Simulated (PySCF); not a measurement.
Benzonitrile, SMILES N#Cc1ccccc1, CAM-B3LYP/def2-SVP optimised geometry.

```
13

N     -1.99     2.80     0.00
C     -1.41     1.80     0.00
C     -0.69     0.56     0.00
C      0.71     0.55     0.00
C      1.40    -0.65     0.00
C      0.70    -1.86     0.00
C     -0.70    -1.86     0.00
C     -1.40    -0.66     0.00
H      1.25     1.50     0.00
H      2.49    -0.65     0.00
H      1.24    -2.80     0.00
H     -1.25    -2.80     0.00
H     -2.49    -0.65     0.00
```

Density from CAM-B3LYP/def2-TZVP in PySCF at that geometry.

Minimum of the electron density along straight lines between bonded atoms, close to the bond critical point (lines longer than 1.1 times the sum of covalent radii, or with two minima, are not listed):

```csv
bond,length / Å,ρ at the minimum / e bohr⁻³,∇²ρ there / e bohr⁻⁵,position (fraction from the first atom)
N1–C2,1.155,0.495,…,0.65
C2–C3,1.439,0.283,…,0.54
C3–C4,1.400,0.314,-0.92,0.51
C4–C5,1.390,0.321,-0.96,0.50
C5–C6,1.393,0.320,-0.95,0.50
C6–C7,1.393,0.320,-0.95,0.50
C3–C8,1.400,0.314,-0.92,0.51
C7–C8,1.390,0.321,-0.96,0.50
C4–H9,1.091,0.284,-1.02,0.65
C5–H10,1.092,0.283,-1.01,0.65
C6–H11,1.092,0.283,-1.01,0.65
C7–H12,1.092,0.283,-1.01,0.65
C8–H13,1.091,0.284,-1.02,0.65
```

What belongs in the gaps?


- N1–C2, ∇²ρ there / e bohr⁻⁵: -0.28
- C2–C3, ∇²ρ there / e bohr⁻⁵: -0.83
